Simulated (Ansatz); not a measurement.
Saddle point of SnH$_{5}$BrO, singlet (SnH₄O ([OH][SnH3]) + HBr → SnH₃Br ([Br][SnH3]) + H₂O; bonds formed: Sn1–Br7, O2–H6; bonds broken: Sn1–O2, H6–Br7), PBE0-D4/def2-TZVP structure:

```
8
angstrom
Sn -0.5822 0.7353 -0.5046
O -0.2452 -0.7529 0.8684
H -0.7704 -0.1226 -1.9436
H -2.0347 1.3769 0.1165
H 0.7110 1.8201 -0.3890
H 0.8578 -1.1743 0.4634
Br 2.2460 -1.4037 -0.4006
H -0.1823 -0.4788 1.7895
```

Energies are electronic, without zero-point energy. Barriers and step energies count from the start structure reached by relaxing down the imaginary mode; all methods use the PBE0-D4 structures, on which another method's saddle can fall below an end. Computed with Ansatz 0.2.0 (basis: def2-TZVPP, with def2-QZVPP for the basis limit); correlated methods freeze the cores. Filled d shells of the heavier atoms are correlated. Core potentials replace the inner electrons of the atoms past krypton. The def2 sets are not built for correlating such inner shells, so the correlated values are less sure here. B3LYP uses VWN-RPA correlation. Extrapolation: Hartree–Fock as exp(−7.88 √X), correlation as X^−2.97.

| method | barrier (eV) | step energy (eV) |
| --- | --- | --- |
| SPW92 | -0.104 | -0.666 |
| PBE-D4 | ? | -0.770 |
| BLYP-D4 | 0.072 | -0.730 |
| r2SCAN-D4 | 0.003 | -0.805 |
| B97M-V | 0.100 | -0.843 |
| PBE0-D4 | 0.027 | -0.872 |
| B3LYP-D4 | 0.077 | -0.815 |
| r2SCAN0-D4 | 0.015 | -0.892 |
| BHLYP-D4 | 0.092 | -0.931 |
| CAM-B3LYP-D4 | 0.090 | -0.787 |
| wB97X-V | 0.083 | -0.858 |
| wB97M-V | ? | -0.900 |
| B2PLYP | 0.102 | -0.806 |
| PBE-QIDH | ? | -0.889 |
| RPA on PBE | 0.151 | -0.789 |
| HF | 0.219 | -1.072 |
| MP2 | 0.078 | -0.822 |
| CCSD | 0.143 | -0.874 |
| CCSD(T) | 0.120 | -0.833 |

Q: Fill in the withheld barriers. (Judge from chemistry; the value comes from the calculation.)

A: By the calculation: wB97M-V 0.061; PBE-QIDH 0.055; PBE-D4 0.011 eV. Each is the energy of the saddle less that of the start structure, by the same method.

For comparison, the barrier by CCSD(T) at an estimated basis limit (MP2 extrapolated from triple and quadruple zeta, plus CCSD(T) − MP2 in triple zeta) is 0.086 eV.

The T1 diagnostic stays at or below 0.011.

Labels in which every atom is bracketed show which atoms are joined, not bond orders.

For scale, one of the runs: CCSD(T)/def2-TZVPP, 199 basis functions (an equivalent command: `ansatz run in.yaml --threads 4`). The run took 2.3 min on 4 CPU threads (shared host), with 2.8 GiB of host memory at its peak.
